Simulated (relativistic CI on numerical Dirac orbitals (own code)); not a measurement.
d1 to d9 in one octahedral field

Computed with a parametric ligand-field model without spin-orbit coupling, by exact diagonalisation: B = 300, C = 1430, 10Dq = 38300 cm⁻¹ (Oh; |10Dq|/B = 127.7) for every shell. Energies in cm⁻¹; the field energy is (0.6 n_e − 0.4 n_t2) × 10Dq of the ground term; g labels are left out. So small a B with so large a field is typical of 4d and 5d ions, where spin-orbit coupling, left out here, reaches 1,000 to 4,000 cm⁻¹.

```csv
Shell,Ground term,Electrons in e,Field energy,First spin-allowed bands,Lowest term of other spin
d1,2T2,0.000,-15320,2E 38300,
d2,3T1,0.002,-30567,"3T2 37479, 3T1 41158",1T2 4710
d3,4A2,0.000,-45960,"4T2 38300, 4T1 41809",2E 6821
d4,3T1,0.004,-61140,"3E 36781, 3T1 37143",1T2 4385
d5,2T2,0.007,-76317,"2A2 36246, 2T1 36353",4T1 31343
d6,?,?,?,?,?
d7,2E,1.004,-68799,"2T1 37017, 2T2 37425",4T1 31459
d8,3A2,2.000,-45960,"3T2 38300, 3T1 41809",1E 5246
d9,2E,3.000,-22980,2T2 38300,
```

Question: Fill in the row of d6.

Answer: Ground term: 1A1; Electrons in e: 0.006; Field energy: -91677; First spin-allowed bands: 1T1 37073, 1T2 41662; Lowest term of other spin: 3T1 34141. Low spin: d4, d5, d6, d7; the other shells keep the spin of the free ion. Only d4 to d7 can choose; the field needed to pair spins is smallest for d6 and largest for d5, which loses most exchange energy. In the strong-field picture 10Dq must exceed about 6B + 5C = 8950 (d4), 7.5B + 5C = 9400 (d5), 2.5B + 4C = 6470 (d6) and 4B + 4C = 6920 (d7); mixing of terms shifts these bounds somewhat.
